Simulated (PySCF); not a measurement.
Zn(Et) (C2H5Zn), SMILES C[CH2][Zn] (connectivity only; charge and spin as stated), neutral, multiplicity 2.

Geometry: B3LYP-D3(BJ)/def2-SVP. The multiplicity is an assumed one; other spin states were not compared. The isomer is the one that the SMILES or the coordinates give; other isomers of the formula were not compared.

Level of theory: B3LYP-D3(BJ)/def2-SVP run with PySCF.

Frequencies are harmonic and unscaled.

| mode | ν (cm⁻¹) | IR (km/mol) | moving atoms (share of kinetic energy) |
|---|---|---|---|
| 1 | 178 | 0.4 | C 58 %, H 22 %, Zn 20 % |
| 2 | 217 | 0.1 | H 91 %, C 8 % |
| 3 | 327 | 0.6 | C 67 %, H 17 %, Zn 15 % |
| 4 | 579 | 7.0 | H 86 %, C 13 % |
| 5 | 885 | 0.1 | H 96 % |
| 6 | 911 | 1.0 | H 93 % |
| 7 | 1021 | 14.9 | C 81 %, H 19 % |
| 8 | 1101 | 92.9 | H 70 %, C 30 % |
| 9 | 1226 | 0.9 | H 73 %, C 27 % |
| 10 | 1389 | 7.4 | H 83 %, C 17 % |
| 11 | 1436 | 0.1 | H 88 %, C 12 % |
| 12 | 1467 | 0.8 | H 96 % |
| 13 | 1471 | 5.6 | H 97 % |
| 14 | 2994 | 46.3 | H 96 % |
| 15 | 3039 | 13.9 | H 95 % |
| 16 | 3064 | 25.2 | H 92 %, C 8 % |
| 17 | 3090 | 7.6 | H 91 %, C 9 % |
| 18 | 3111 | 32.8 | H 90 %, C 10 % |
